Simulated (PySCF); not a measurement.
# Sn⁺: ionisation energy

Sn⁺ [Kr] 4d10 5s2 5p1 (2P) → Sn²⁺ [Kr] 4d10 5s2 (1S), as a difference of total energies. All numbers are calculated (PySCF 2.14, scalar relativity by spin-free X2C-1e, in x2c-QZVPPall with one added diffuse shell each of s, p, d, f type (14s10p8d5f1g, 128 functions)). Correlated levels: valence: [Kr] 4d10 frozen; valence and next inner shell: [Ar] 3d10 frozen. The calculations carry no spin-orbit coupling.

```
                                method  ionisation energy (eV)
                                   UHF                  13.749
                                   LDA                  14.414
                                   PBE                  14.228
                                  PBE0                  14.265
                                r2SCAN                  14.378
                               wB97X-V                  14.161
                                 TPSSh                  14.211
                               r2SCANh                  14.386
                         MP2 (valence)                  13.978
                     SCS-MP2 (valence)                  13.969
    MP2 (valence and next inner shell)                  14.136
SCS-MP2 (valence and next inner shell)                  14.070
```

How much does correlation contribute at MP2 (valence and next inner shell)?

14.136 − (13.749) = 0.387 eV, measured against UHF.

A first-order spin-orbit estimate (lowest level to lowest level, LS coupling) adds 0.311 eV.

Errors of the correlated levels include the incompleteness of this basis and the frozen core.

For comparison: 14.633 eV (measured; NIST Atomic Spectra Database, ionization energies).
